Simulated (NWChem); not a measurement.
System: C₃H₄ClF; SMILES C/C(F)=C\Cl

The following NWChem deck was run.

```
start job
memory heap 200 mb stack 900 mb global 1100 mb
geometry units angstroms noautosym nocenter noautoz
  C     -1.422875     1.035822     0.000000
  C      0.046481     0.857251     0.000000
  F      0.725513     2.010645     0.000000
  C      0.759666    -0.272560     0.000000
  Cl     0.049839    -1.841226     0.000000
  H     -1.733602     1.609553     0.887607
  H     -1.933888     0.066197     0.000000
  H     -1.733602     1.609553    -0.887607
  H      1.850360    -0.248299     0.000000
end
basis spherical
  * library 6-31g*
end
dft
  xc hfexch
  iterations 150
  mulliken
end
task dft energy
esp
  recalculate
  probe 0.07
  range 0.3
  factor 1.0
  spacing 0.02
end
task esp
```

Output (shortened):

```
             Northwest Computational Chemistry Package (NWChem) 7.3.0
             --------------------------------------------------------

                             Geometry "geometry" -> ""
                             -------------------------

 Output coordinates in angstroms (scale by  1.889725989 to convert to a.u.)

  No.       Tag          Charge          X              Y              Z
 ---- ---------------- ---------- -------------- -------------- --------------
    1 C                    6.0000    -1.42287500     1.03582200     0.00000000
    2 C                    6.0000     0.04648100     0.85725100     0.00000000
    3 F                    9.0000     0.72551300     2.01064500     0.00000000
    4 C                    6.0000     0.75966600    -0.27256000     0.00000000
    5 Cl                  17.0000     0.04983900    -1.84122600     0.00000000
    6 H                    1.0000    -1.73360200     1.60955300     0.88760700
    7 H                    1.0000    -1.93388800     0.06619700     0.00000000
    8 H                    1.0000    -1.73360200     1.60955300    -0.88760700
    9 H                    1.0000     1.85036000    -0.24829900     0.00000000

 Effective nuclear repulsion energy (a.u.)     210.6663622974

  xc_inp: hfexch multiplicative factor not found.

                                 NWChem DFT Module
                                 -----------------

 Summary of "ao basis" -> "ao basis" (spherical)
 ------------------------------------------------------------------------------
       Tag                 Description            Shells   Functions and Types
 ---------------- ------------------------------  ------  ---------------------
 C                           6-31g*                  6       14   3s2p1d
 F                           6-31g*                  6       14   3s2p1d
 Cl                          6-31g*                  8       18   4s3p1d
 H                           6-31g*                  2        2   2s

            General Information
            -------------------
          SCF calculation type: DFT
          Wavefunction type:  closed shell.
          No. of atoms     :     9
          No. of electrons :    48
           Alpha electrons :    24
            Beta electrons :    24
          Charge           :     0
          Spin multiplicity:     1
          Use of symmetry is: off; symmetry adaption is: off
          Maximum number of iterations: 150
          AO basis - number of functions:    82
                     number of shells:    40
          Convergence on energy requested:  1.00D-06
          Convergence on density requested:  1.00D-05
          Convergence on gradient requested:  5.00D-04

              XC Information
              --------------
                     Hartree-Fock (Exact) Exchange  1.000

      Superposition of Atomic Density Guess
      -------------------------------------

 Sum of atomic energies:        -673.79660734

      Non-variational initial energy
      ------------------------------

 Total energy =    -676.087443
 1-e energy   =   -1346.810491
 2-e energy   =     460.056685
 HOMO         =      -0.228847
 LUMO         =       0.080242

     ---------------------------------------------
      Total Density - Mulliken Population Analysis
     ---------------------------------------------

    Atom       Charge   Shell Charges
 -----------   ------   -------------------------------------------------------
    1 C    6     6.74   2.00  0.72  2.07  0.67  1.26  0.03
    2 C    6     5.28   2.00  0.69  1.60  0.40  0.52  0.07
    3 F    9     9.46   2.00  0.94  3.39  1.01  2.10  0.01
    4 C    6     6.35   2.00  0.71  1.83  0.60  1.18  0.04
    5 Cl  17    17.12   2.00  2.00  5.98  1.38  3.61  0.53  1.60  0.02
    6 H    1     0.76   0.46  0.30
    7 H    1     0.76   0.46  0.30
    8 H    1     0.76   0.46  0.30
    9 H    1     0.77   0.46  0.31

   convergence    iter        energy       DeltaE   RMS-Dens  Diis-err
 ---------------- ----- ----------------- --------- --------- ---------
 d= 0,ls=0.0,diis     1   -674.7547846825 -8.85D+02  7.10D-03  4.32D-01
 d= 0,ls=0.0,diis     2   -674.8072954555 -5.25D-02  2.63D-03  8.72D-02
 d= 0,ls=0.0,diis     3   -674.8166908280 -9.40D-03  1.05D-03  7.24D-03
 d= 0,ls=0.0,diis     4   -674.8177840095 -1.09D-03  2.82D-04  2.91D-04
 d= 0,ls=0.0,diis     5   -674.8178382484 -5.42D-05  1.11D-04  2.83D-05
  Resetting Diis
 d= 0,ls=0.0,diis     6   -674.8178456128 -7.36D-06  3.87D-05  2.19D-06
 d= 0,ls=0.0,diis     7   -674.8178463835 -7.71D-07  6.38D-06  1.32D-07

         Total DFT energy =     -674.817846383455
      One electron energy =    -1348.861941626327
           Coulomb energy =      518.008201521163
    Exchange-Corr. energy =      -54.630468575739
 Nuclear repulsion energy =      210.666362297448

 Numeric. integr. density =        0.000000000000

                       DFT Final Molecular Orbital Analysis
                       ------------------------------------

 Vector   22  Occ=2.000000D+00  E=-5.094185D-01
              MO Center=  1.0D-01, -1.3D+00, -2.2D-15, r^2= 2.3D+00
   Bfn.  Coefficient  Atom+Function         Bfn.  Coefficient  Atom+Function
  ----- ------------  ---------------      ----- ------------  ---------------
    65      0.614866  5 Cl pz                69      0.316326  5 Cl pz
    61     -0.238005  5 Cl pz                47      0.218010  4 C  pz
    51      0.156134  4 C  pz                 5     -0.100566  1 C  pz
    19      0.096484  2 C  pz                33     -0.077203  3 F  pz
    37     -0.063885  3 F  pz                76     -0.062676  6 H  s

 Vector   23  Occ=2.000000D+00  E=-4.573556D-01
              MO Center=  1.2D-01, -1.6D+00, -7.4D-17, r^2= 1.9D+00
   Bfn.  Coefficient  Atom+Function         Bfn.  Coefficient  Atom+Function
  ----- ------------  ---------------      ----- ------------  ---------------
    63      0.648709  5 Cl px                67      0.362157  5 Cl px
    64     -0.251726  5 Cl py                59     -0.249219  5 Cl px
    68     -0.156660  5 Cl py                45     -0.129920  4 C  px
    82     -0.127681  9 H  s                 81     -0.111009  9 H  s
    20      0.106318  2 C  s                 60      0.096484  5 Cl py

 Vector   24  Occ=2.000000D+00  E=-3.549312D-01
              MO Center=  2.5D-01, -1.3D-01, -2.4D-15, r^2= 2.8D+00
   Bfn.  Coefficient  Atom+Function         Bfn.  Coefficient  Atom+Function
  ----- ------------  ---------------      ----- ------------  ---------------
    65      0.382357  5 Cl pz                47     -0.354913  4 C  pz
    19     -0.335077  2 C  pz                51     -0.309867  4 C  pz
    69      0.265480  5 Cl pz                23     -0.234794  2 C  pz
    33      0.175174  3 F  pz                37      0.163096  3 F  pz
    61     -0.144719  5 Cl pz                76      0.102923  6 H  s

 Vector   25  Occ=0.000000D+00  E= 1.651961D-01
              MO Center=  9.9D-02,  4.1D-01,  7.5D-14, r^2= 2.9D+00
   Bfn.  Coefficient  Atom+Function         Bfn.  Coefficient  Atom+Function
  ----- ------------  ---------------      ----- ------------  ---------------
    51     -0.674575  4 C  pz                23      0.631519  2 C  pz
    76     -0.446096  6 H  s                 80      0.446096  8 H  s
    19      0.421465  2 C  pz                47     -0.345523  4 C  pz
     9      0.245402  1 C  pz                69      0.196156  5 Cl pz
    37     -0.171941  3 F  pz                33     -0.131704  3 F  pz

 Vector   26  Occ=0.000000D+00  E= 2.114147D-01
              MO Center=  2.8D-01, -1.2D+00,  7.4D-14, r^2= 3.3D+00
   Bfn.  Coefficient  Atom+Function         Bfn.  Coefficient  Atom+Function
  ----- ------------  ---------------      ----- ------------  ---------------
    48      1.225771  4 C  s                 68     -1.033339  5 Cl py
    50     -0.909225  4 C  py                66     -0.888520  5 Cl s
    67     -0.513236  5 Cl px                82     -0.373475  9 H  s
    46     -0.314030  4 C  py                64     -0.303241  5 Cl py
    22     -0.225800  2 C  py                34      0.211176  3 F  s

 Vector   27  Occ=0.000000D+00  E= 2.483298D-01
              MO Center= -1.2D+00,  1.2D+00,  1.6D-12, r^2= 5.3D+00
   Bfn.  Coefficient  Atom+Function         Bfn.  Coefficient  Atom+Function
  ----- ------------  ---------------      ----- ------------  ---------------
     6      2.280431  1 C  s                 76     -1.281179  6 H  s
    80     -1.281179  8 H  s                 82     -0.734090  9 H  s
    78     -0.540749  7 H  s                  8      0.455744  1 C  py
    49      0.401714  4 C  px                48      0.391328  4 C  s
     7     -0.316727  1 C  px                20     -0.295389  2 C  s

     ---------------------------------------------
      Total Density - Mulliken Population Analysis
     ---------------------------------------------

    Atom       Charge   Shell Charges
 -----------   ------   -------------------------------------------------------
    1 C    6     6.58   2.00  0.64  2.08  0.70  1.11  0.05
    2 C    6     5.42   2.00  0.67  1.86  0.37  0.43  0.09
    3 F    9     9.43   2.00  0.93  3.29  1.06  2.13  0.02
    4 C    6     6.43   2.00  0.66  1.96  0.62  1.14  0.05
    5 Cl  17    17.01   2.00  2.00  5.98  1.36  3.57  0.58  1.49  0.04
    6 H    1     0.80   0.51  0.28
    7 H    1     0.78   0.52  0.27
    8 H    1     0.80   0.51  0.28
    9 H    1     0.75   0.51  0.24

     -------------------------------------------
      Total Density - Lowdin Population Analysis
     -------------------------------------------

    Atom       Charge   Shell Charges
 -----------   ------   -------------------------------------------------------
    1 C    6     6.37   1.99  0.54  1.90  0.44  1.43  0.08
    2 C    6     5.84   1.99  0.52  1.69  0.37  1.08  0.20
    3 F    9     9.16   1.99  0.92  3.19  0.81  2.21  0.04
    4 C    6     6.28   1.99  0.54  1.82  0.43  1.39  0.10
    5 Cl  17    16.97   2.00  1.99  5.91  1.13  3.32  0.67  1.91  0.04
    6 H    1     0.85   0.49  0.36
    7 H    1     0.84   0.49  0.35
    8 H    1     0.85   0.49  0.36
    9 H    1     0.83   0.48  0.35

     Multipole analysis of the density
     ---------------------------------

     L   x y z        total         alpha         beta         nuclear
     -   - - -        -----         -----         ----         -------
     0   0 0 0     -0.000000    -24.000000    -24.000000     48.000000

     1   1 0 0     -0.340906     -0.289298     -0.289298      0.237690
     1   0 1 0      0.236896      0.538870      0.538870     -0.840843
     1   0 0 1      0.000000      0.000000      0.000000      0.000000

     2   2 0 0    -24.560731    -72.233201    -72.233201    119.905671
     2   1 1 0     -1.712182      7.081837      7.081837    -15.875856
     2   1 0 1     -0.000000     -0.000000     -0.000000      0.000000
     2   0 2 0    -29.531603   -212.167260   -212.167260    394.802917
     2   0 1 1      0.000000      0.000000      0.000000      0.000000
     2   0 0 2    -27.324303    -16.475601    -16.475601      5.626899

                     NWChem Electrostatic Potential Fit Module
                     -----------------------------------------

 Atom parameters

 Number of atoms is                                    9
 Number of basis functions is                         82

 Grid parameters

 Maximum number of grid points is                  36896
 Number of grid points is                          36895
 Grid range                                     0.300000 nm
 Grid spacing                                   0.020000 nm
 Probe radius                                   0.070000 nm
 Atom radius factor                             1.000000

 Atomic radii

    1    0.100000
    6    0.147000
    9    0.128000
   17    0.169000
 FASTESP  F
  using M.O. file = ./job.movecs

    Atom              Coordinates                           Charge

                                                  ESP

    1 C    -0.142288    0.103582    0.000000   -0.075922
    2 C     0.004648    0.085725    0.000000    0.401956
    3 F     0.072551    0.201065    0.000000   -0.259200
    4 C     0.075967   -0.027256    0.000000   -0.329539
    5 Cl    0.004984   -0.184123    0.000000   -0.096640
    6 H    -0.173360    0.160955    0.088761    0.048059
    7 H    -0.193389    0.006620    0.000000    0.046895
    8 H    -0.173360    0.160955   -0.088761    0.048811
    9 H     0.185036   -0.024830    0.000000    0.215580
                                            ------------
                                                0.000000

 Dipole moment                                  0.400801

 Quadrupole moment Qxx                          9.445977
                   Qyy                        -10.717838
                   Qzz                          1.271861

 RMS deviation kJ/mol                           0.074001

 RRMS %                                        44.385227
```

Level: Hartree-Fock/6-31G* (spherical d). All runs use the structure optimised with PBE0/def2-SVP.
